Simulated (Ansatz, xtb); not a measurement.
# C5H5FO3: which of two isomers lies lower

Structure I: `C=C(F)[C@@H]1COC(=O)O1`, a singlet. Structure II: `O=C/C=C(/F)CC(=O)O`, a singlet. Both are isolated molecules in the gas phase, relaxed with r2SCAN-D4/def2-SVP; each stands in its lowest conformer found.

Quicker runs give these differences E(II) − E(I): GFN2-xTB +23.2 kcal/mol; HF/STO-3G +38.8 kcal/mol (at GFN2-xTB geometries); r2SCAN-D4/def2-SVP//GFN2-xTB −3.6 kcal/mol.

Problem. Estimate E(II) − E(I) at the level CCSD(T)/def2-SVP + ΔMP2/def2-TZVPP.

Solution. Calculated at CCSD(T)/def2-SVP + ΔMP2/def2-TZVPP: E(II) − E(I) = −2.1 kcal/mol, so structure II lies lower.

Level by level:

| level | geometry | E(II) − E(I) (kcal/mol) | departure from the last row (kcal/mol) | job, with rough time for the two |
| --- | --- | --- | --- | --- |
| GFN2-xTB | GFN2-xTB | +23.2 | +25.2 | optimisation, 0.39 s |
| HF/STO-3G | GFN2-xTB | +38.8 | +40.9 | single point, 0.46 s |
| r2SCAN-D4/def2-SVP//GFN2-xTB | GFN2-xTB | −3.6 | −1.5 | single point, 4 s |
| r2SCAN-D4/def2-SVP | r2SCAN-D4/def2-SVP | −3.6 | −1.6 | optimisation, 66 s |
| HF/def2-SVP | r2SCAN-D4/def2-SVP | −1.9 | +0.1 | part of the CCSD(T) run |
| MP2/def2-SVP | r2SCAN-D4/def2-SVP | −6.9 | −4.9 | part of the CCSD(T) run |
| CCSD(T)/def2-SVP | r2SCAN-D4/def2-SVP | −5.4 | −3.4 | single point |
| CCSD(T)/def2-SVP + ΔMP2/def2-TZVPP | r2SCAN-D4/def2-SVP | −2.1 |  | single point, 2.5 min |

As drawn, II has 1 C=O, 1 C–C, 1 O–H in place of 3 C–O, 1 C–H. Structure I has a 5-membered ring, II no ring.

GFN2-xTB, HF/STO-3G put the two in the other order. The largest departure from CCSD(T)/def2-SVP + ΔMP2/def2-TZVPP is that of HF/STO-3G, 40.9 kcal/mol. The last row adds to CCSD(T) the change of the MP2 difference between the two basis sets, here +3.4 kcal/mol, a large step that makes the value less sure.

With thermal terms from frequencies at re-optimised GFN2-xTB minima (ideal gas, soft modes damped towards free rotors, one conformer each, 298.15 K, 1 atm): on the last row, ΔE + ΔZPE = −3.5, ΔH = −2.9, ΔG = −4.1 kcal/mol.

The correlated steps freeze 9 core orbitals. Mirror images aren't counted in ΔG. Run with Ansatz 0.2.0, xtb 6.7.1; the last row on 4 threads of Arm Neoverse V1 on a shared host.
